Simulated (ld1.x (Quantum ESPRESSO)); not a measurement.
## Which change was made? (Er, TM semilocal)

| Item | Value |
| --- | --- |
| Element | erbium |
| Generator | ld1.x (Quantum ESPRESSO) 7.5 |
| Type | norm-conserving Troullier–Martins (semilocal form) |
| Functional | PBE |
| Relativity | scalar-relativistic |
| Frozen core | [Kr] 4d10 4f11 |
| Valence charge | 11 |
| Reference configuration | 5s2 5p6 5d1 6s0 6p0 (charge +2) |
| Partial waves | 5s (bound): rc 2.10 bohr; 5p (bound): rc 2.50 bohr; 5d (bound): rc 2.65 bohr |
| Local potential | the d channel |
| Core correction | none |

Cutoffs, loose and tight: the cutoffs (Ry, on a coarse ladder) from which the occupation-weighted sum of valence levels, in a spherical-Bessel basis at the reference potential, stays within 10 and 1 mRy of its value at 400 Ry. They do not see the model core or the augmentation charge, which bear on the density cutoff. Test errors are all-electron minus pseudo excitation energies from the reference, over the configurations 5s2 5p6 5d1 6s2 6p0; 5s2 5p6 5d1 6s1 6p0; 5s2 5p6 5d0 6s0 6p0; 5s2 5p6 5d1 6s1 6p1; 5s2 5p5 5d1 6s2 6p0; 5s2 5p6 5d1 6s0 6p1; 5s2 5p6 5d1.5 6s1.5 6p0; variants that change the core or the reference have their own tests. The largest error is taken over the tests solved by every variant that gives reliable tests at all, those not shown here included: 5s2 5p6 5d0 6s0 6p0; 5s2 5p6 5d1 6s0 6p1; 5s2 5p6 5d1 6s1 6p0; 5s2 5p6 5d1 6s2 6p0.

The base gives: outcome: generated; cutoff, loose: 21 Ry; cutoff, tight: 45 Ry; bound ghosts: none; largest test error (meV): +2777.

On the changes marked as counting shells twice: ld1.x takes every shell without a wave as core, so the model core holds the marked electrons as well and exchange and correlation see them twice. This cancels in the reference configuration, but the file is broken for other ones, and its errors say nothing about a proper core correction.

Problem. After one change the result is: outcome: generated; cutoff, loose: 18 Ry; cutoff, tight: 30 Ry; bound ghosts: s; largest test error (meV): +6819. Which change was it?
A. type PAW, which also changes the form from semilocal to separable; waves now 5s (bound): rcut 1.85, rcutus 2.10 bohr; 6s (bound): rcut 1.85, rcutus 2.10 bohr; 5p (bound): rcut 2.15, rcutus 2.50 bohr; 6p (bound): rcut 2.15, rcutus 2.50 bohr; 5d (bound): rcut 2.30, rcutus 2.65 bohr; 5d channel at 0.55 Ry: rcut 2.30, rcutus 2.65 bohr; local potential all-electron potential smoothed inside 1.70 bohr (lloc = -1); core correction a·sin(br)/r model core, default radius (ld1.x builds one for every PAW set, though the input has nlcc=.false.); augmentation BESSEL, radius 1.55 bohr
B. wave 5s (bound): rc 2.10 bohr becomes 5s (bound): rc 2.70 bohr
C. core [Kr] 4d10, valence charge 22; reference 4f12 5s2 5p6 5d0 6s2 6p0; waves now 5s (bound): rc 2.00 bohr; 5d (bound): rc 2.45 bohr; 4f (bound): rc 1.35 bohr; 5p (bound): rc 1.95 bohr; local potential the p channel; core correction Bessel-smoothed model core inside 0.85 bohr (6s counted twice)

Solution. B. The others give: type PAW, which also changes the form from semilocal to separable; waves now 5s (bound): rcut 1.85, rcutus 2.10 bohr; 6s (bound): rcut 1.85, rcutus 2.10 bohr; 5p (bound): rcut 2.15, rcutus 2.50 bohr; 6p (bound): rcut 2.15, rcutus 2.50 bohr; 5d (bound): rcut 2.30, rcutus 2.65 bohr; 5d channel at 0.55 Ry: rcut 2.30, rcutus 2.65 bohr; local potential all-electron potential smoothed inside 1.70 bohr (lloc = -1); core correction a·sin(br)/r model core, default radius (ld1.x builds one for every PAW set, though the input has nlcc=.false.); augmentation BESSEL, radius 1.55 bohr → outcome: generated, overlap not positive; bound ghosts: not determined (overlap not positive); largest test error (meV): -60 | core [Kr] 4d10, valence charge 22; reference 4f12 5s2 5p6 5d0 6s2 6p0; waves now 5s (bound): rc 2.00 bohr; 5d (bound): rc 2.45 bohr; 4f (bound): rc 1.35 bohr; 5p (bound): rc 1.95 bohr; local potential the p channel; core correction Bessel-smoothed model core inside 0.85 bohr (6s counted twice) → outcome: generated, misses its reference levels by 0.92 eV; cutoff, loose: 230 Ry; cutoff, tight: over 300 Ry; bound ghosts: none; largest test error (meV): -6215. A file whose overlap is not positive is unfit for use, and its test errors describe a broken file. In the semilocal form every listed channel keeps its own potential, so the choice of the local channel does not act on these tests. It acts once the file is put into the separable form.
